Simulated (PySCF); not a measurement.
# [Zn(F)2] (charge 0, multiplicity 1)

Computed with TPSSh-D3(BJ)/def2-TZVP // r2SCAN-D4/def2-SVP run with PySCF.

```
Item                                                                       Value
----------------------------------------  --------------------------------------
HOMO                                                                    -9.43 eV
dipole moment                                                             0.00 D
LUMO                                                                    -2.29 eV
HOMO–LUMO gap                                                            7.14 eV
charge on the central atom (Mulliken)                                     0.93 e
charge on the central atom (meta-Löwdin)                                  1.42 e
total energy                                                       -1979.2113 Ha
cost                                      about 50 core-seconds (a rough figure)
```

Bonds (Å): Zn1–F2 1.723, Zn1–F3 1.723. Bond angles (°): F2–Zn1–F3 180.0.
Charge 0, spin multiplicity 1.
